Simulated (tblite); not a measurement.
Compound: C7H8N2.
SMILES with atom numbers: `[CH2:1]=[CH:2][c:3]1[cH:4][n:5][cH:6][c:7]([CH3:8])[n:9]1` (hydrogens: H10, H11 on C1; H12 on C2; H13 on C4; H14 on C6; H15, H16, H17 on C8)

Computed with GFN2-xTB (tblite), gas phase: Langevin dynamics at 600 K from the optimised GFN2-xTB geometry, time step 0.5 fs, friction 0.01 fs⁻¹, 2000 steps.

Start geometry:
```
atom  x, y, z in Å
C1      2.235    1.897   -0.216
C2      2.204    0.570   -0.200
C3      0.988   -0.201    0.018
C4      1.003   -1.599    0.024
N5     -0.096   -2.309    0.219
C6     -1.222   -1.645    0.411
C7     -1.263   -0.247    0.409
C8     -2.533    0.510    0.625
N9     -0.159    0.455    0.213
H10     3.147    2.445   -0.380
H11     1.334    2.466   -0.062
H12     3.101   -0.015   -0.352
H13     1.915   -2.159   -0.131
H14    -2.111   -2.242    0.568
H15    -2.332    1.576    0.582
H16    -2.959    0.262    1.596
H17    -3.262    0.248   -0.140
```

The statistics below take the 31 frames saved every 25 fs from 250 to 1000 fs; their kinetic temperature (all 3N coordinates) averages 601 K.

Task: How do the bond lengths spread?

Result: 
| bond | start (Å) | mean (Å) | standard deviation (Å) | shortest (Å) | longest (Å) |
| --- | --- | --- | --- | --- | --- |
| C1=C2 | 1.327 | 1.332 | 0.028 | 1.280 | 1.381 |
| C2–C3 | 1.456 | 1.473 | 0.036 | 1.387 | 1.546 |
| C3–C4 | 1.398 | 1.410 | 0.037 | 1.338 | 1.507 |
| C4–N5 | 1.323 | 1.323 | 0.025 | 1.279 | 1.379 |
| N5–C6 | 1.322 | 1.339 | 0.028 | 1.298 | 1.410 |
| C6–C7 | 1.398 | 1.399 | 0.029 | 1.348 | 1.458 |
| C7–C8 | 1.494 | 1.510 | 0.034 | 1.441 | 1.577 |
| C7–N9 | 1.323 | 1.324 | 0.026 | 1.266 | 1.387 |
| C3–N9 | 1.336 | 1.323 | 0.035 | 1.247 | 1.391 |
| C1–H10 | 1.076 | 1.091 | 0.047 | 1.016 | 1.194 |
| C1–H11 | 1.076 | 1.085 | 0.035 | 1.009 | 1.158 |
| C2–H12 | 1.082 | 1.093 | 0.041 | 1.016 | 1.203 |
| C4–H13 | 1.082 | 1.092 | 0.050 | 0.999 | 1.210 |
| C6–H14 | 1.082 | 1.091 | 0.038 | 1.025 | 1.175 |
| C8–H15 | 1.086 | 1.108 | 0.054 | 1.036 | 1.246 |
| C8–H16 | 1.089 | 1.098 | 0.049 | 1.016 | 1.224 |
| C8–H17 | 1.089 | 1.101 | 0.056 | 1.005 | 1.213 |

Task: How far does each atom move about its mean position (frames aligned on the start, all atoms weighted alike), and what rms force does it feel?

Result: 
```
atom  rms displacement (Å)  rms force (eV/Å)
  C1                  0.22              2.64
  C2                  0.26              2.48
  C3                  0.20              2.53
  C4                  0.22              2.24
  N5                  0.28              2.06
  C6                  0.26              2.03
  C7                  0.17              2.37
  C8                  0.18              2.50
  N9                  0.28              2.14
 H10                  0.34              1.56
 H11                  0.56              1.37
 H12                  0.62              1.35
 H13                  0.45              1.69
 H14                  0.49              1.29
 H15                  0.97              1.56
 H16                  1.07              1.54
 H17                  1.02              1.82
```

The displacements run from 0.17 to 1.07 Å, the largest at H16.

Task: Follow the torsion C1–C2–C3–C4 through every second one of these frames.

Result: 
```tsv
t (fs)	C1–C2–C3–C4 (°)
250	-158
300	174
350	157
400	173
450	-162
500	-144
550	160
600	108
650	96
700	130
750	175
800	-177
850	152
900	172
950	-154
1000	-143
```

Largest departure from the start value over all these frames: C1–C2–C3–C4 84° (start 180°).

Task: How widely does the potential energy scatter, against a harmonic estimate?

Result: Mean 1.18 eV above the start, standard deviation 0.275 eV, range 0.65 to 1.68 eV. For 45 classical harmonic modes at 600 K the canonical values are 45kT/2 = 1.16 eV and kT·√(45/2) = 0.245 eV.

The run is classical and short, so these are rough statistics of one trajectory.

What follows is the cost of the whole dynamics run. On AMD EPYC 9R45, one thread (shared host), this took 8.1 s and 0.18 GiB of memory at its peak.
